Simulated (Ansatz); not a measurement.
Born–Oppenheimer molecular dynamics of ClF₃H₄OPTa (11 atoms, charge 0, multiplicity 1). It starts at the highest image of a converged band, a first-order saddle point between two minima.

Method: RKS LDA/def2-SVP in Ansatz 0.2.0.

```json
{
 "ensemble": "NVE (velocity Verlet)",
 "time step": "0.5 fs",
 "steps asked": "200",
 "starting velocities drawn for": "300 K",
 "seed": "10874"
}
```

First frame:

```xyz
11
Properties=species:S:1:pos:R:3
Ta 0.007 0.119 -0.435
O 1.967 -0.410 -0.148
H 2.404 -0.553 0.717
F 0.230 1.153 1.129
Cl 0.016 -0.769 -2.567
F -1.567 1.070 -0.743
F -0.500 -1.413 0.490
P 1.681 2.203 -1.435
H 1.004 1.903 -2.662
H 0.595 2.860 -0.767
H 2.095 0.770 -0.669
```

Q: How far do the bonds stretch over the last three quarters of this one trajectory? (Pairs bonded in most of those frames.)

A: 
```tsv
bond	mean (Å)	spread (Å)	shortest	longest
Ta1–O2	2.222	0.070	2.06	2.30
Ta1–F4	1.894	0.034	1.83	1.93
Ta1–Cl5	2.318	0.033	2.26	2.36
Ta1–F6	1.853	0.025	1.81	1.88
Ta1–F7	1.879	0.045	1.82	1.96
Ta1–P8	2.703	0.185	2.39	2.91
O2–H3	0.981	0.006	0.97	0.99
O2–H11	1.032	0.053	0.95	1.17
P8–H9	1.435	0.011	1.42	1.46
P8–H10	1.438	0.023	1.40	1.48
```

Mean temperature of the second half: 499 K. The conserved energy stayed within 0.054 meV per atom of its start (net change 0.047 meV per atom), so the integration is sound. The kinetic energy rose, since the run started high on the potential surface and went downhill. A run of 0.1 ps of so small a system gives no equilibrium averages. The orbitals stay closed-shell, which can raise the energy where a bond breaks towards radicals; this wasn't checked here.

Run time: 7.2 min on 4 threads of Intel(R) Xeon(R) Platinum 8259CL CPU @ 2.50GHz (Skylake/Cascade Lake) (shared host), peak memory 0.25 GiB.
